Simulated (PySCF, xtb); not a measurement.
Te(SiH3)(GeH3) (GeH6SiTe), SMILES [SiH3][Te][GeH3].

GFN2-xTB (xtb) at its own geometry gives an orbital gap of 4.13 eV and a dipole moment of 1.61 D.

The structure is a stationary point at PBE-D3(BJ)/def2-SVP. The structure was generated by enumeration, and PubChem lists no compound with its InChIKey, so it may never have been made. The def2 effective core potentials stand for the cores of Te; spin–orbit coupling is left out.

Problem. What does PBE/def2-TZVP (PySCF) give? (The exact figures need the calculation; the answer reports its results.)

Solution. gap 3.65 eV (levels -5.46 and -1.80 eV), dipole 0.63 D.
